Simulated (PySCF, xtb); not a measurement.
C₂H₄BFO₂, SMILES COB(F)C=O. Other conformers were not sampled.

Harmonic wavenumbers (cm⁻¹) from GFN2-xTB in xtb at its own minimum, in rising order: 53, 100, 165, 204, 280, 369, 384, 549, 699, 832, 1034, 1128, 1141, 1199, 1361, 1379, 1430, 1453, 1460, 1742, 2735, 2979, 2987, 3007.

Problem. What does PBE-D3(BJ)/def2-SVP in PySCF give at its own minimum? (The exact figures need the calculation; the answer reports its results.)

Solution. 82, 124, 168, 220, 271, 385, 446, 561, 713, 921, 1045, 1149, 1154, 1258, 1372, 1383, 1422, 1438, 1502, 1741, 2738, 2972, 3063, 3091. Paired by order, the mean absolute difference is 26 cm⁻¹ and the zero-point energies are 41.0 and 41.8 kcal/mol.
